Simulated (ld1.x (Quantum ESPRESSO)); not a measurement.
## Logarithmic derivatives: carbon, TM

```
Element                 : carbon
Generator               : ld1.x (Quantum ESPRESSO) 7.5
Type                    : norm-conserving Troullier–Martins (Kleinman–Bylander form)
Functional              : LDA (PZ)
Relativity              : non-relativistic
Frozen core             : [He]
Valence charge          : 4
Reference configuration : 2s1 2p3
Partial waves           : 2p (bound): rc 2.05 bohr; 3d channel at 0.3 Ry: rc 1.60 bohr; 2s (bound): rc 0.80 bohr
Local potential         : the s channel
Core correction         : a·sin(br)/r model core, default radius (core density twice the valence density)
```

The phase is arctan(r·u′/u) with u = r·R(r), unwrapped; energies in Ry, scanned from -3 to 5 Ry. A pole is an energy at which the radial function vanishes at the test radius. The pseudo phase is shifted by a multiple of π to meet the all-electron one at the reference energy, and phase errors are pseudo minus all-electron; the curves can meet again beyond the range given. Levels narrower than the energy grid can be missing from the lists of poles.

Problem. For each channel, where are the poles, and over which energies does the pseudopotential scatter like the atom?

Solution.

| channel | radius (bohr) | reference energy (Ry) | poles, all-electron | poles, pseudo | unbroken range about the reference energy with phases within 0.05 rad | phase error 1 Ry above the reference energy (rad) |
| --- | --- | --- | --- | --- | --- | --- |
| s | 2.26 | -1.03 | -0.35 | -0.35 | below 2.4 | -0.001 |
| p | 2.26 | -0.43 | 0.25 | 0.26 | below 2.0 | +0.005 |
| d | 2.26 | 0.30 | 4.18 | 4.19 | the whole range | +0.000 |

Phases in the p channel:

| E (Ry) | all-electron | pseudo |
| --- | --- | --- |
| -3.00 | 1.292 | 1.292 |
| -2.76 | 1.276 | 1.277 |
| -2.52 | 1.258 | 1.258 |
| -2.28 | 1.235 | 1.236 |
| -2.04 | 1.207 | 1.207 |
| -1.80 | 1.169 | 1.170 |
| -1.56 | 1.115 | 1.116 |
| -1.32 | 1.033 | 1.034 |
| -1.08 | 0.889 | 0.891 |
| -0.84 | 0.581 | 0.583 |
| -0.60 | -0.156 | -0.155 |
| -0.36 | -0.978 | -0.978 |
| -0.12 | -1.343 | -1.342 |
| 0.12 | -1.512 | -1.510 |
| 0.36 | -1.612 | -1.608 |
| 0.60 | -1.683 | -1.678 |
| 0.84 | -1.742 | -1.735 |
| 1.08 | -1.798 | -1.787 |
| 1.32 | -1.855 | -1.840 |
| 1.56 | -1.921 | -1.899 |
| 1.80 | -2.003 | -1.968 |
| 2.04 | -2.114 | -2.058 |
| 2.28 | -2.276 | -2.180 |
| 2.52 | -2.531 | -2.361 |
| 2.76 | -2.925 | -2.636 |
| 3.00 | -3.414 | -3.033 |
| 3.24 | -3.822 | -3.479 |
| 3.48 | -4.087 | -3.838 |
| 3.72 | -4.253 | -4.077 |
| 3.96 | -4.362 | -4.232 |
| 4.20 | -4.439 | -4.337 |
| 4.44 | -4.496 | -4.412 |
| 4.68 | -4.540 | -4.469 |
| 4.92 | -4.575 | -4.512 |
